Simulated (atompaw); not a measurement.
u(r) = r·R(r): atom against pseudo-atom (sulfur (S))

Columns: radius, all-electron u(r) and pseudo u(r) of the 3p shell (level -27.98 eV) of sulfur in the configuration [Ne] 3s2 3p2; PBE, scalar-relativistic, PAW (atompaw) scheme, atompaw 4.2.0.5.

```json
{"r (bohr)": "0.063", "all-electron": "-0.1001", "pseudo": "0.0043"}
{"r (bohr)": "0.127", "all-electron": "-0.2499", "pseudo": "0.0174"}
{"r (bohr)": "0.190", "all-electron": "-0.3497", "pseudo": "0.0385"}
{"r (bohr)": "0.254", "all-electron": "-0.3863", "pseudo": "0.0678"}
{"r (bohr)": "0.317", "all-electron": "-0.3667", "pseudo": "0.1036"}
{"r (bohr)": "0.381", "all-electron": "-0.3055", "pseudo": "0.1463"}
{"r (bohr)": "0.444", "all-electron": "-0.2185", "pseudo": "0.1933"}
{"r (bohr)": "0.508", "all-electron": "-0.1146", "pseudo": "0.2451"}
{"r (bohr)": "0.571", "all-electron": "-0.0057", "pseudo": "0.2990"}
{"r (bohr)": "0.635", "all-electron": "0.1053", "pseudo": "0.3553"}
{"r (bohr)": "0.698", "all-electron": "0.2106", "pseudo": "0.4111"}
{"r (bohr)": "0.762", "all-electron": "0.3108", "pseudo": "0.4671"}
{"r (bohr)": "0.825", "all-electron": "0.4009", "pseudo": "0.5204"}
{"r (bohr)": "0.888", "all-electron": "0.4818", "pseudo": "0.5709"}
{"r (bohr)": "0.952", "all-electron": "0.5541", "pseudo": "0.6186"}
{"r (bohr)": "1.015", "all-electron": "0.6157", "pseudo": "0.6612"}
{"r (bohr)": "1.079", "all-electron": "0.6688", "pseudo": "0.6995"}
{"r (bohr)": "1.142", "all-electron": "0.7120", "pseudo": "0.7319"}
{"r (bohr)": "1.206", "all-electron": "0.7471", "pseudo": "0.7592"}
{"r (bohr)": "1.269", "all-electron": "0.7735", "pseudo": "0.7804"}
{"r (bohr)": "1.333", "all-electron": "0.7927", "pseudo": "0.7962"}
{"r (bohr)": "1.396", "all-electron": "0.8046", "pseudo": "0.8062"}
{"r (bohr)": "1.460", "all-electron": "0.8105", "pseudo": "0.8111"}
{"r (bohr)": "1.523", "all-electron": "0.8108", "pseudo": "0.8109"}
{"r (bohr)": "1.587", "all-electron": "0.8061", "pseudo": "0.8061"}
{"r (bohr)": "1.650", "all-electron": "0.7973", "pseudo": "0.7973"}
```

(1) How many radial nodes do the two functions have?

(2) Where does each function peak?

(3) Is the pseudo-wave norm-conserving?

## Answers

(1) The all-electron 3p function has n − l − 1 = 1; the pseudo-wave has 0, since the states of the same l below it are removed with the core.

(2) Outermost all-electron maximum near 1.52 bohr, pseudo maximum near 1.46 bohr (to the table’s step).

(3) No, it belongs to a PAW set: the norm inside the radius is not constrained, and the difference is carried by the augmentation charge.
